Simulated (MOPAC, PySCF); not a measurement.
[Zr(Cl)2(OH)2], neutral singlet in the gas phase. 

Cartesian coordinates (Å):
```xyz
7

Zr     0.0715     0.1988    -0.0027
Cl    -0.3767     2.5157     0.2535
Cl     2.3852    -0.1672    -0.3875
O     -0.4396    -0.7091     1.5960
H     -0.7837    -1.2379     2.3290
O     -0.9143    -0.4584    -1.4986
H     -1.4728    -0.8715    -2.1714
```
Charge 0, multiplicity 1.

All levels are single points at this geometry (PBE-D3(BJ)/def2-SVP); Pople sets use spherical d functions. Orbital energies aren't observables, and empty levels follow the basis.

HF/6-31G* (LANL2DZ on Zr) in PySCF gives gap (eV) = 13.81.

Q: Estimate the gap (eV) from each of these levels: B3LYP-D3(BJ)/def2-TZVP in PySCF; PBE-D3(BJ)/def2-TZVP in PySCF; TPSSh-D3(BJ)/def2-TZVP in PySCF; B3LYP/6-311+G** (LANL2DZ on Zr) in PySCF; B3LYP/6-31G* (LANL2DZ on Zr) in PySCF; B3LYP/LANL2DZ in PySCF; BP86/6-31G* (LANL2DZ on Zr) in PySCF; M06-2X/6-31G* (LANL2DZ on Zr) in PySCF; PBE/6-31G* (LANL2DZ on Zr) in PySCF; SVWN5/6-31G* (LANL2DZ on Zr) in PySCF; PM6 in MOPAC; PM7 in MOPAC.

A: 
```csv
level,gap (eV)
B3LYP-D3(BJ)/def2-TZVP in PySCF,7.06
PBE-D3(BJ)/def2-TZVP in PySCF,5.35
TPSSh-D3(BJ)/def2-TZVP in PySCF,6.42
B3LYP/6-311+G** (LANL2DZ on Zr) in PySCF,6.61
B3LYP/6-31G* (LANL2DZ on Zr) in PySCF,6.68
B3LYP/LANL2DZ in PySCF,6.68
BP86/6-31G* (LANL2DZ on Zr) in PySCF,5.05
M06-2X/6-31G* (LANL2DZ on Zr) in PySCF,9.17
PBE/6-31G* (LANL2DZ on Zr) in PySCF,5.06
SVWN5/6-31G* (LANL2DZ on Zr) in PySCF,5.06
PM6 in MOPAC,10.01
PM7 in MOPAC,11.51
```
